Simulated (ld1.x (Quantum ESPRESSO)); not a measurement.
Configuration tests for indium (In) (TM)

ld1.x (Quantum ESPRESSO) 7.5 input, shortened:

```
&input
   title='In', zed=49., rel=0, dft='PBE', iswitch=3,
   config='[Kr] 4d10 5s2 5p0.75'
 /
 &inputp
   pseudotype=2, tm=.true., lloc=-1, rcloc=2.10,
   nlcc=.true., new_core_ps=.true., rcore=1.55
 /
2
5S  1  0   2.00   0.00  2.20  2.20  0.0
5P  2  1   0.75   0.00  2.55  2.55  0.0
 &test
   configts(1)='5s2 5p0.75'
 /
```

Energies are relative to the spin-unpolarised reference configuration 5s2 5p0.75; without spin polarisation the order of configurations can differ from experiment. The frozen-core shift is the all-electron ΔE with the core orbitals held at their reference shape minus the fully relaxed ΔE.

(1) Give the all-electron excitation energy and the error of the potential for: 5s2 5p1; 5s2 5p0; 5s1 5p0; 5s1 5p2; 5s1 5p1; 5s2 5p0.5; 5s0 5p3.

Levels in the configuration 5s2 5p0:

```tsv
level	all-electron (eV)	pseudo (eV)
5s	-14.230	-14.260
```

Results:

(1)

```json
{"valence configuration": "5s2 5p1", "charge": "0", "ΔE all-electron (eV)": "-0.816", "error AE − PS (meV)": "-0.3", "frozen-core shift (meV)": "+0.4"}
{"valence configuration": "5s2 5p0", "charge": "+1", "ΔE all-electron (eV)": "4.614", "error AE − PS (meV)": "-5.6", "frozen-core shift (meV)": "+8.8"}
{"valence configuration": "5s1 5p0", "charge": "+2", "ΔE all-electron (eV)": "22.992", "error AE − PS (meV)": "-118", "frozen-core shift (meV)": "+171"}
{"valence configuration": "5s1 5p2", "charge": "0", "ΔE all-electron (eV)": "4.349", "error AE − PS (meV)": "-11", "frozen-core shift (meV)": "+12"}
{"valence configuration": "5s1 5p1", "charge": "+1", "ΔE all-electron (eV)": "10.450", "error AE − PS (meV)": "-29", "frozen-core shift (meV)": "+43"}
{"valence configuration": "5s2 5p0.5", "charge": "+0.5", "ΔE all-electron (eV)": "1.163", "error AE − PS (meV)": "-0.4", "frozen-core shift (meV)": "+0.7"}
{"valence configuration": "5s0 5p3", "charge": "0", "ΔE all-electron (eV)": "9.718", "error AE − PS (meV)": "-52", "frozen-core shift (meV)": "+53"}
```
